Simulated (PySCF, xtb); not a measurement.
Ge(OH)2(SH)2 (GeH₄O₂S₂), SMILES [OH][Ge]([OH])([SH])[SH]. One conformer was computed; it need not be the lowest.

Harmonic wavenumbers (cm⁻¹) from GFN2-xTB (xtb) at its own minimum, in rising order: 89, 117, 125, 141, 166, 172, 195, 198, 283, 344, 392, 530, 538, 685, 698, 776, 781, 2462, 2466, 3631, 3635.

What does PySCF with PBE0-D3(BJ)/def2-SVP give at its own minimum? (An estimate is asked for; the answer gives what the named calculation found.)

89, 122, 151, 178, 206, 218, 236, 272, 293, 397, 446, 706, 723, 748, 761, 893, 913, 2715, 2715, 3886, 3888. Paired by order, the mean absolute difference is 102 cm⁻¹ and the zero-point energies are 26.3 and 29.4 kcal/mol.
